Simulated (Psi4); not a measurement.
Psi4 input (wB97X-D/6-311+G**):

```
memory 1500 MB

molecule {
0 1
C    -2.62117600    1.05090800    0.28303800
Si   -1.58644200   -0.41117400   -0.22670100
O    -0.00183700   -0.04852300   -0.00609500
Si    1.55735500   -0.54050000   -0.14032500
C     2.67893500    0.83088100    0.43375100
H    -2.37677300    1.92952100   -0.31709700
H    -3.68369100    0.83347400    0.14955700
H    -2.45498000    1.29828000    1.33329700
H    -1.93496100   -1.60231800    0.58783100
H    -1.82024200   -0.73951100   -1.65551000
H     1.76075300   -1.75697100    0.68589400
H     1.84260800   -0.88586900   -1.55571700
H     2.53732600    1.72881000   -0.17084200
H     3.72594500    0.52879300    0.35283000
H     2.47937900    1.08668300    1.47615300
symmetry c1
no_reorient
no_com
}

set {
  basis 6-311+G**
  reference rks
  scf_type df
  df_basis_scf def2-universal-jkfit
  dft_radial_points 99
  dft_spherical_points 590
  e_convergence 1e-8
  d_convergence 1e-7
  maxiter 150
}

e = energy('wb97x-d')
print_out(f'\nFINAL {e:.10f} DIPOLE {variable("CURRENT DIPOLE")[0]:.6f} {variable("CURRENT DIPOLE")[1]:.6f} {variable("CURRENT DIPOLE")[2]:.6f}\n')
```

Output:

```
   => Loading Basis Set <=

    Name: 6-311+G**
    Role: ORBITAL
    Keyword: BASIS
    atoms 1, 5 entry C          line   129 file 6-311pgss.gbs
    atoms 2, 4 entry SI         line   351 file 6-311pgss.gbs
    atoms 3    entry O          line   171 file 6-311pgss.gbs
    atoms 6-15 entry H          line    42 file 6-311pgss.gbs

   => WB97X-D: Empirical Dispersion <=

    Chai and Head-Gordon Dispersion Correction
    Chai, J.-D.; Head-Gordon, M. (2010), J. Chem. Phys., 132: 6615-6620

        s6 =       1.000000

         ---------------------------------------------------------
                                   SCF
               by Justin Turney, Rob Parrish, Andy Simmonett
                          and Daniel G. A. Smith
                              RKS Reference
         ---------------------------------------------------------

  ==> Geometry <==

    Molecular point group: c1
    Full point group: C1

    Geometry (in Angstrom), charge = 0, multiplicity = 1:

       Center              X                  Y                   Z               Mass
    ------------   -----------------  -----------------  -----------------  -----------------
         C           -2.621176000000     1.050908000000     0.283038000000    12.000000000000
         SI          -1.586442000000    -0.411174000000    -0.226701000000    27.976926534650
         O           -0.001837000000    -0.048523000000    -0.006095000000    15.994914619570
         SI           1.557355000000    -0.540500000000    -0.140325000000    27.976926534650
         C            2.678935000000     0.830881000000     0.433751000000    12.000000000000
         H           -2.376773000000     1.929521000000    -0.317097000000     1.007825032230
         H           -3.683691000000     0.833474000000     0.149557000000     1.007825032230
         H           -2.454980000000     1.298280000000     1.333297000000     1.007825032230
         H           -1.934961000000    -1.602318000000     0.587831000000     1.007825032230
         H           -1.820242000000    -0.739511000000    -1.655510000000     1.007825032230
         H            1.760753000000    -1.756971000000     0.685894000000     1.007825032230
         H            1.842608000000    -0.885869000000    -1.555717000000     1.007825032230
         H            2.537326000000     1.728810000000    -0.170842000000     1.007825032230
         H            3.725945000000     0.528793000000     0.352830000000     1.007825032230
         H            2.479379000000     1.086683000000     1.476153000000     1.007825032230

  Running in c1 symmetry.

  Rotational constants: A =      0.25242  B =      0.04408  C =      0.03909 [cm^-1]
  Rotational constants: A =   7567.27823  B =   1321.36088  C =   1171.83324 [MHz]
  Nuclear repulsion =  298.084886427890808

  Charge       = 0
  Multiplicity = 1
  Electrons    = 58
  Nalpha       = 29
  Nbeta        = 29
[...]
      25A     -0.469116    26A     -0.412973    27A     -0.406806
      28A     -0.378813    29A     -0.377525

    Virtual:

      30A      0.055443    31A      0.061152    32A      0.068917
      33A      0.069617    34A      0.080875    35A      0.085692
      36A      0.100583    37A      0.104624    38A      0.116057
      39A      0.125471    40A      0.128031    41A      0.136041
      42A      0.142475    43A      0.146714    44A      0.149267
      45A      0.168627    46A      0.173377    47A      0.180935
      48A      0.184309    49A      0.186242    50A      0.199029
      51A      0.207830    52A      0.212852    53A      0.222455
      54A      0.225485    55A      0.227333    56A      0.231521
      57A      0.274829    58A      0.319245    59A      0.333175
      60A      0.339378    61A      0.348613    62A      0.350486
      63A      0.361114    64A      0.373305    65A      0.379528
      66A      0.380612    67A      0.401282    68A      0.413416
      69A      0.445460    70A      0.456342    71A      0.480780
      72A      0.528380    73A      0.532672    74A      0.533589
      75A      0.549335    76A      0.562105    77A      0.572719
      78A      0.572894    79A      0.655845    80A      0.661022
      81A      0.685762    82A      0.703118    83A      0.707775
      84A      0.713300    85A      0.733232    86A      0.741420
      87A      0.758491    88A      0.803765    89A      0.804217
      90A      0.807267    91A      0.840640    92A      0.926466
      93A      0.937706    94A      0.948768    95A      0.954411
      96A      0.967436    97A      0.989695    98A      0.994471
      99A      1.104349   100A      1.158034   101A      1.168753
     102A      1.180111   103A      1.188068   104A      1.204534
     105A      1.279246   106A      1.295229   107A      1.321270
     108A      1.386239   109A      1.412234   110A      1.420823
     111A      1.479529   112A      1.485695   113A      1.523608
     114A      1.538977   115A      1.539183   116A      1.542782
     117A      1.566015   118A      1.572203   119A      1.610309
     120A      1.663283   121A      1.667452   122A      1.685629
     123A      1.692971   124A      1.701524   125A      1.737430
     126A      1.746330   127A      1.778043   128A      1.803135
     129A      1.837268   130A      1.855697   131A      1.863548
     132A      1.874332   133A      1.883188   134A      2.062507
     135A      2.082579   136A      2.141379   137A      2.157715
     138A      2.185600   139A      2.205838   140A      2.292238
     141A      2.296127   142A      2.296972   143A      2.309538
     144A      2.536902   145A      2.556840   146A      2.584355
     147A      2.588113   148A      2.610333   149A      2.623654
     150A      2.626153   151A      2.631054   152A      2.671036
     153A      2.707814   154A      2.725744   155A      2.788455
     156A      2.798141   157A      2.838763   158A      2.895993
     159A      2.945548   160A      2.945661   161A      2.997392
     162A      3.028824   163A      3.274933   164A      3.312506
     165A      3.336147   166A      3.507530   167A      3.846503
     168A      3.850425   169A      3.851125   170A      3.862155
     171A      5.151919   172A      5.170065   173A      5.294880
     174A      5.837860   175A      5.899894   176A     11.544557
     177A     11.547832   178A     11.580697   179A     11.618602
     180A     11.620133   181A     11.705052   182A     24.070566
     183A     24.075891   184A     50.020839   185A    141.346550
     186A    141.438942

    Final Occupation by Irrep:
              A
    DOCC [    29 ]
    NA   [    29 ]
    NB   [    29 ]

  @DF-RKS Final Energy:  -736.54702220359184

   => Energetics <=

    Nuclear Repulsion Energy =            298.0848864278908081
    One-Electron Energy =               -1608.6328044454339761
    Two-Electron Energy =                 620.2433033909845790
    DFT Exchange-Correlation Energy =     -46.2368851692607876
    Empirical Dispersion Energy =          -0.0055224077724978
    VV10 Nonlocal Energy =                  0.0000000000000000
    Total Energy =                       -736.5470222035918368

Computation Completed

Properties will be evaluated at   0.000000,   0.000000,   0.000000 [a0]

Properties computed using the SCF density matrix

 Multipole Moments:

 ------------------------------------------------------------------------------------
     Multipole            Electronic (a.u.)      Nuclear  (a.u.)        Total (a.u.)
 ------------------------------------------------------------------------------------

 L = 1.  Multiply by 2.5417464519 to convert [e a0] to [Debye]
 Dipole X            :          0.0075208            0.0000076            0.0075284
 Dipole Y            :          0.2429212            0.0000113            0.2429325
 Dipole Z            :          0.0875464            0.0000113            0.0875577
 Magnitude           :                                                    0.2583394

 ------------------------------------------------------------------------------------

FINAL -736.5470222036 DIPOLE 0.007528 0.242933 0.087558

*** Psi4 exiting successfully. Buy a developer a beer!
```

The geometry given is a B3LYP-D3(BJ)/def2-TZVP minimum.
